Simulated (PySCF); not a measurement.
## Spinor energies of Si²⁺ (silicon, charge +2)

Start: [Ne] 3p2; 3p3/2 filled at m_j = +1/2, +3/2. Calculated with PySCF 2.14 in x2c-TZVPall-2c: generalised Hartree-Fock with the X2C-1e Hamiltonian and a Gaussian nucleus; one run each with spin-orbit coupling (SO) switched off, then screened by Boettger's factors. This is a chosen level, not necessarily the ground level.

```tsv
spinor shell	electrons	ε, spin-free (eV)	ε, screened SO (eV)	weight of nominal j (screened SO)	rms radius, screened SO (bohr)
1s1/2	2	-1901.6	-1901.7	1.000	0.129
2s1/2	2	-192.04	-192.05	1.000	0.613
2p1/2	2	-140.11	-140.64	0.809	0.595
2p3/2	4	-140.11	-139.85	0.904	0.597
3p3/2	2	-25.929	-25.923	0.825	2.40
```

| quantity | spin-free | screened SO |
| --- | --- | --- |
| E (hartree) | -288.03843 | -288.03809 |
| M_J | 2 | 2 |
| ⟨J²⟩ | 6.000 | 6.000 |
| ⟨L²⟩ | 2.000 | 2.001 |
| ⟨S²⟩ | 2.000 | 1.999 |

Each row is a mean over spinors that exchange with the open shell spreads, by up to 1.300 eV (2p3/2).

Rows whose weight is well below 1 are mixtures of j = l ± 1/2: exchange outweighs spin-orbit coupling there, and the label is only the starting occupation.

Without spin-orbit coupling the j labels of p, d and f shells carry no meaning; the spin-free column gives the mean over the occupied spinors of each nl shell.
